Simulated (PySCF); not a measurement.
Structure from 2D NMR

Compound of formula C$_{9}$H$_{11}$F. Correlations simulated from computed shifts and the bond graph:

HSQC (one-bond C–H):
```tsv
δH	δC
7.68	133.8
7.65	128.8
7.57	132.2
1.65	32.6
```

COSY cross peaks (H two or three bonds apart, from the bond graph; peaks can be absent where the dihedral angle is near 90°):
```tsv
δH	δH
7.68	7.65
7.68	7.57
```

HMBC (two and three bonds, from the bond graph):
```tsv
δH	δC
7.68	153.0, 133.8, 132.2, 128.8
7.65	153.0, 133.8, 132.2, 128.8, 98.7
7.57	133.8, 128.8
1.65	153.0, 98.7, 32.6
```

Carbons without hydrogens: δ 153.0, 98.7.

In vacuum, relativity neglected, a single conformation, fast rotation and ring inversion assumed for equivalent nuclei. Shieldings: GIAO PBE0/pcSseg-1; geometry: GFN2-xTB; PySCF 2.14.0 with density-fitted response routines.

Scale: 1H (31.72 ppm) and 13C (186.93 ppm) vs TMS (reference shieldings calculated alike).

Exchangeable hydrogens are left out of these lists.

Question: Work out the connectivity.

Answer: `CC(C)(F)C1=CC=CC=C1`.

Atom-mapped SMILES (the numbers label the heavy atoms): `[CH3:1][C:2]([CH3:3])([F:4])[c:5]1[cH:6][cH:7][cH:8][cH:9][cH:10]1` (H(Xn): hydrogen on atom n).

1. δC 153.0 is C5, a substituted aromatic carbon.
2. δC 133.8 is C7/C9, an aromatic CH (δH 7.68).
3. δC 132.2 is C8, an aromatic CH (δH 7.57).
4. δC 128.8 is C6/C10, an aromatic CH (δH 7.65).
5. δC 98.7 is C2, a fully substituted sp3 carbon bonded to F, on an aromatic ring.
6. δC 32.6 is C1/C3, a methyl carbon (δH 1.65).
7. HMBC from δH 7.68 reaches the proton-free carbon C5.
8. HMBC from δH 7.65 reaches the proton-free carbons C5, C2.
9. HMBC from δH 1.65 reaches the proton-free carbons C5, C2.
10. COSY links 7.68–7.65, 7.68–7.57.

This is the structure that produced the data.

Shifts are as computed. Against solution values, carbons near 30 ppm lie about +3 ppm off and those near 130 ppm about +5 ppm. Of 1211 compounds with measured shifts, 218 miss one by over three times the rms of a fit or turn the order of signals round; such compounds aren't used in these exercises.
